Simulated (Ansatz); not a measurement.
`[CH3][Zr]12345678([OH])([C@H]9[C@@H]1[C@@H]2[C@@H]3[C@H]94)[C@H]1[C@@H]5[C@@H]6[C@@H]7[C@H]18`, charge 0, multiplicity 1.

Q: Give a relaxed structure at PBE0-D4/def2-TZVP (the Gaussian-basis code of Ansatz). (Best estimate.)

A: The calculation gave: 
```xyz
27

C    -1.333   -0.131   -1.911
Zr   -0.371   -0.041    0.153
O    -1.997   -0.282    1.250
C     0.174    2.243   -0.841
C    -0.896    2.448    0.060
C    -0.427    2.198    1.360
C     0.925    1.808    1.269
C     1.301    1.857   -0.095
C     0.504   -2.099    1.352
C     1.630   -1.353    0.952
C     1.686   -1.374   -0.461
C     0.596   -2.133   -0.928
C    -0.139   -2.575    0.190
H    -0.638   -0.042   -2.752
H    -2.068    0.675   -2.002
H    -1.868   -1.081   -2.024
H    -2.387   -1.090    1.581
H     0.128    2.354   -1.913
H    -1.907    2.718   -0.207
H    -1.021    2.224    2.261
H     1.568    1.556    2.099
H     2.280    1.631   -0.492
H     0.179   -2.255    2.370
H     2.333   -0.864    1.609
H     2.437   -0.900   -1.075
H     0.358   -2.330   -1.961
H    -1.045   -3.162    0.158
```
This is one stationary point; other conformers may exist.
